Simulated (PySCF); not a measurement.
PySCF job for C3H7N, SMILES N(/C)=C/C, PBE/pcSseg-1. Geometry: r2SCAN-D4/def2-SVP. The structure was generated by enumeration; whether it is a known compound was not checked.

```python
import numpy as np
from pyscf import gto, scf, dft
from pyscf.prop.nmr import rks as nmr

mol = gto.M(
    atom='''
    C    -0.51621110   -1.51885188   -0.00000000
    C     0.66438234   -0.58693820    0.00000000
    N     0.71696064    0.68446243   -0.00000000
    C    -0.46840932    1.50196167    0.00000000
    H    -1.49071480   -1.01368890    0.00000000
    H    -0.46545011   -2.18021598   -0.88158407
    H    -0.46545011   -2.18021597    0.88158407
    H     1.64343502   -1.10310803   -0.00000001
    H    -1.44175744    0.97437935   -0.00000000
    H    -0.43867928    2.16729149    0.87967006
    H    -0.43867928    2.16729149   -0.87967007
    ''',
    basis='pcSseg-1',
    charge=0,
    spin=0,
    max_memory=1600,
    verbose=3,
)
mf = dft.RKS(mol, xc='pbe')
mf.grids.level = 3
mf.conv_tol = 1e-10
mf.max_cycle = 100
mf.kernel()
n = nmr.NMR(mf)
n.verbose = 2
n.max_cycle_cphf = 60
sigma = n.kernel()
print('atom   isotropic/ppm   span/ppm')
for i, s in enumerate(sigma):
    w = np.linalg.eigvalsh((s + s.T) / 2)
    print(f'{mol.atom_symbol(i):2s}{i + 1:3d} {w.mean():14.3f} {w[2] - w[0]:11.3f}')
```

It prints:

```
converged SCF energy = -173.005854448098
atom   isotropic/ppm   span/ppm
C   1        166.086      48.280
C   2         16.771     196.618
N   3       -113.128     749.175
C   4        139.550      55.617
H   5         28.447       8.702
H   6         29.886       8.167
H   7         29.886       8.167
H   8         23.441       6.699
H   9         27.495       6.494
H  10         27.768       6.793
H  11         27.768       6.793
```

The run converged.

Cost: very roughly 11 core-seconds.
